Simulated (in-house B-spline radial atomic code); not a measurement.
Results of a calculation; reference values are marked as such.
Softness against transferability: the 3s channel of Cl

Cl, [Ne] 3s2 3p5, non-relativistic LDA (VWN5), spherical and spin-unpolarised, from a B-spline radial code for spherical atoms (atomic units). The all-electron 3s level is ε = -0.754458 hartree, its outermost node lies just inside 0.56 bohr and its outer maximum at 1.27 bohr.

Troullier-Martins pseudo-orbitals are made for several radii. The cutoffs (hartree) are the plane-wave energies beyond which the orbital holds less than the named kinetic energy per electron. The phase error is the difference, pseudo minus all-electron, of arctan(R P'/P) at R = 2.08 bohr for all radii, half a hartree below and above the level.

| r_c (bohr) | V_l(0) (hartree) | cutoff for 10 mEh | for 1 mEh | for 0.1 mEh | phase error at ε − 0.5 (mrad) | at ε + 0.5 (mrad) |
| --- | --- | --- | --- | --- | --- | --- |
| 0.95 | -10.96 | 36 | 76.4 | 187 | -2.8 | -2.4 |
| 1.11 | 0.98 | 11.7 | 33.3 | 68.2 | -1.6 | -1.2 |
| 1.27 | 3.42 | 11.1 | 29.5 | 47.6 | -1.4 | -1.0 |
| 1.44 | 2.39 | 10.6 | 27.4 | 48 | -1.7 | -1.3 |
| 1.6 | 1.13 | 9.33 | 23.7 | 39.1 | -3.0 | -2.3 |
| 1.78 | 0.10 | 7.84 | 19.2 | 26.2 | -6.1 | -4.4 |

(1) Which radius needs the lowest cutoff for 0.1 mEh while both phase errors stay within 2.9 mrad?

(2) What does the larger radius buy, and what does it cost?

Results:

(1) The radii within that limit are 0.95, 1.11, 1.27, 1.44 bohr; of these r_c = 1.27 needs the least, 47.6 hartree, that is 95.2 Ry or 1295 eV.

(2) From r_c = 0.95 to 1.78 bohr the cutoff for 1 mEh goes from 76.4 to 19.2 hartree, a factor of 3.98, against 3.51 for a pure 1/r_c² scaling, end to end; step by step it is 76.4, 33.3, 29.5, 27.4, 23.7, 19.2, and for 0.1 mEh 187, 68.2, 47.6, 48, 39.1, 26.2; the number of plane waves goes as the cutoff to the power 3/2, here a factor of 7.9. The larger of the two phase errors is least at r_c = 1.27 bohr, 1.4 mrad; it is 2.8 at the smallest radius and 6.1 at the largest. These errors test the reference atom alone. The smallest radius lies well inside the outer maximum, where the nodeless form must bend sharply to keep the norm, so it is both harder and scatters less well than the next. Large radii also let the cores of neighbours overlap, which an atom doesn't show.
